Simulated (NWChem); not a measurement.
CH₃F₂OSb; SMILES C[O][Sb]([F])[F]

```xyz
8

Sb     0.3258     0.4971     0.0000
F     -1.0075     0.4599    -1.3970
F     -1.0075     0.4599     1.3970
O      0.6843    -1.4200     0.0000
C     -0.3490    -2.3831     0.0000
H      0.1192    -3.3792     0.0000
H     -0.9887    -2.2947    -0.8942
H     -0.9887    -2.2947     0.8942
```
Atoms are numbered in this order, from 1.

Program: NWChem. The geometry was optimised at PBE0/def2-SVP. def2 effective core potentials on Sb; no spin-orbit coupling.

For level PBE0/def2-SVP (core potentials):

```yaml
highest occupied level (eV): -8.34
orbital gap (eV): 7.16
dipole (D): 2.16
```

Task: Estimate the same quantities for level PBE0/STO-3G (all-electron, non-relativistic).

Result: The highest occupied level (eV) is -4.23 and the orbital gap (eV) is 7.89. The dipole (D) comes out as 0.30.
